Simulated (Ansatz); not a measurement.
Cost and result for the atomization energy of F3GeH3Si, SMILES `F[Si](F)(F)[GeH3]` (8 atoms, 7 bonds).

```json
{"atom": "F1", "x (Å)": "-1.9863", "y (Å)": "-0.4878", "z (Å)": "0.9954"}
{"atom": "Si2", "x (Å)": "-0.4298", "y (Å)": "-0.6942", "z (Å)": "0.8088"}
{"atom": "F3", "x (Å)": "-0.2052", "y (Å)": "-2.2190", "z (Å)": "0.4557"}
{"atom": "F4", "x (Å)": "0.2416", "y (Å)": "-0.4427", "z (Å)": "2.2180"}
{"atom": "Ge5", "x (Å)": "0.4543", "y (Å)": "0.7338", "z (Å)": "-0.8548"}
{"atom": "H6", "x (Å)": "-0.2507", "y (Å)": "0.4497", "z (Å)": "-2.1858"}
{"atom": "H7", "x (Å)": "1.9575", "y (Å)": "0.4694", "z (Å)": "-0.9956"}
{"atom": "H8", "x (Å)": "0.2186", "y (Å)": "2.1908", "z (Å)": "-0.4416"}
```

The species carries charge 0 and has multiplicity 1. Correlated methods include outer-core shells of Ge, which these sets cover unevenly. Scalar relativity is left out up to krypton. Geometry: relaxed with PBE0-D4/def2-TZVP. Program: Ansatz. All runs use 4 threads of a server CPU on a shared host. Times are those of one run each, without the atoms' runs, and a repeat can differ threefold. Electronic energies, without spin–orbit coupling; frozen cores. CCSD(T)/CBS adds CCSD(T) − MP2 in def2-TZVPP to the MP2 limit, and its time is that of the two runs behind it. T1 = 0.012. With those shells the extrapolation isn't a true limit. HSE06 is the plane-wave form, built on full-range PBE exchange.

CCSD(T)/CBS is a level of theory with its own doubt, some kJ/mol a heavy atom from the limit and from the frozen cores, so smaller differences don't rank the functionals.

```csv
level,functions,wall time
revPBE-D4/def2-TZVPP,225,0.85 s
PBE0-D4/def2-TZVPP,225,1.4 s
HSE06-D4/def2-TZVPP,225,1.7 s
r2SCAN-D4/def2-TZVPP (with forces),225,2 s
r2SCANh-D4/def2-TZVPP,225,2.2 s
B2PLYP/def2-TZVPP,225,2.5 s
PBE-QIDH/def2-TZVPP,225,2.5 s
B97M-V/def2-TZVPP,225,3.1 s
CCSD(T)/def2-SVP,107,4 s
ωB97M-V/def2-TZVPP (with forces),225,4.8 s
MP2/def2-QZVPP,420,13 s
CCSD(T)/def2-TZVPP,225,46 s
CCSD(T)/CBS(def2),–,59 s
```

Problem. What atomization energy does each give, and how far from CCSD(T)/CBS? (Estimate.)

Solution. The calculation gave: 
| level | atomization (kJ/mol) | difference from CCSD(T)/CBS | per bond |
| --- | --- | --- | --- |
| revPBE-D4/def2-TZVPP | 2813.1 | -107.8 | -15.4 |
| PBE0-D4/def2-TZVPP | 2840.5 | -80.4 | -11.5 |
| HSE06-D4/def2-TZVPP | 2840.9 | -80.0 | -11.4 |
| r2SCAN-D4/def2-TZVPP (with forces) | 2901.3 | -19.6 | -2.8 |
| r2SCANh-D4/def2-TZVPP | 2874.9 | -46.0 | -6.6 |
| B2PLYP/def2-TZVPP | 2856.8 | -64.1 | -9.2 |
| PBE-QIDH/def2-TZVPP | 2856.9 | -64.0 | -9.1 |
| B97M-V/def2-TZVPP | 2914.6 | -6.3 | -0.9 |
| CCSD(T)/def2-SVP | 2650.0 | -270.9 | -38.7 |
| ωB97M-V/def2-TZVPP (with forces) | 2883.5 | -37.4 | -5.4 |
| MP2/def2-QZVPP | 2966.3 | 45.4 | 6.5 |
| CCSD(T)/def2-TZVPP | 2841.3 | -79.6 | -11.4 |
| CCSD(T)/CBS(def2) | 2920.9 | 0.0 | 0.0 |

Leaving LDA and LC-ωPBE aside and taking each functional with its dispersion term where it has one, the values, not all of them listed here, spread over 132.2 kJ/mol, from BHLYP-D4 to B97M-V. LDA lies +420.7 kJ/mol from PBE without D4, its usual overbinding. From PBE to PBE0 (25 % exact exchange), in def2-TZVPP and without D4, the atomization energy moves by −54.0 kJ/mol: exact exchange takes away binding that semilocal exchange gives to molecules. The D4 term adds +27.1 kJ/mol with B3LYP and +14.1 kJ/mol with PBE0; it sums over pairs of atoms, weighted by their polarisabilities, and B3LYP, whose exchange is more repulsive, gets the larger term.

B3LYP here is the variant with VWN-RPA as its local correlation; programs differ in this.
